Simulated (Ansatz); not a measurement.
`C[Si]1(F)CN1`, relaxed with RKS PBE0-D4/def2-TZVP in Ansatz 0.2.0 from a PBE-D4/def2-SVP geometry. The force threshold is 0.005 eV/Å; the program also tests the step.

Total charge 0; spin multiplicity 1.

Start:

```xyz
11

C     0.820   -1.249    0.874
Si    0.518    0.172   -0.296
F     1.955    0.573   -0.976
C    -0.899    1.356   -0.180
N    -0.857    0.338   -1.289
H     1.575   -0.981    1.640
H    -0.122   -1.530    1.384
H     1.200   -2.132    0.321
H    -0.855    2.416   -0.504
H    -1.650    1.206    0.627
H    -1.685   -0.170   -1.601
```

How much energy does the relaxation release, and in how many steps? (An estimate is asked.)

Computed: 9.48 kJ/mol, in 9 steps, 1 of them rejected.

Which bonds change most? (Best estimate.)

Ansatz gave: Si2–F3 from 1.640 to 1.593 Å; Si2–C4 from 1.850 to 1.816 Å; Si2–N5 from 1.704 to 1.682 Å; C4–H10 from 1.113 to 1.091 Å.

Give the relaxed structure. (An estimate is asked.)

Computed: 
```xyz
11

C     0.802   -1.234    0.851
Si    0.513    0.182   -0.297
F     1.915    0.593   -0.932
C    -0.872    1.351   -0.173
N    -0.831    0.338   -1.297
H     1.550   -0.980    1.605
H    -0.128   -1.503    1.357
H     1.163   -2.106    0.300
H    -0.841    2.385   -0.511
H    -1.624    1.190    0.600
H    -1.646   -0.215   -1.502
```
